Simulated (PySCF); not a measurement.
## Os²⁺: excitation energy

Os²⁺ [Xe] 4f14 5d6 (5D) → Os²⁺ [Xe] 4f14 5d5 6s1 (7S), as a difference of total energies. Calculation: PySCF 2.14, in ANO-RCC-VTZP (8s7p5d3f2g1h, 104 functions); the spin-free X2C one-electron Hamiltonian (Gaussian nucleus). Correlated levels: valence: [Xe] 4f14 frozen. The calculations carry no spin-orbit coupling.

```tsv
method	excitation energy (eV)
UHF	-0.567
LDA	-0.005
PBE	-0.080
PBE0	0.001
r2SCAN	-0.324
MP2 (valence)	-0.007
SCS-MP2 (valence)	0.574
```

Task: How much does correlation contribute at MP2 (valence)?

Result: -0.007 − (-0.567) = 0.560 eV, measured against UHF.

A first-order spin-orbit estimate (lowest level to lowest level, LS coupling) adds 0.450 eV.

The basis was made for the ground configuration and has no added diffuse functions, so the excitation energy can come out too high.
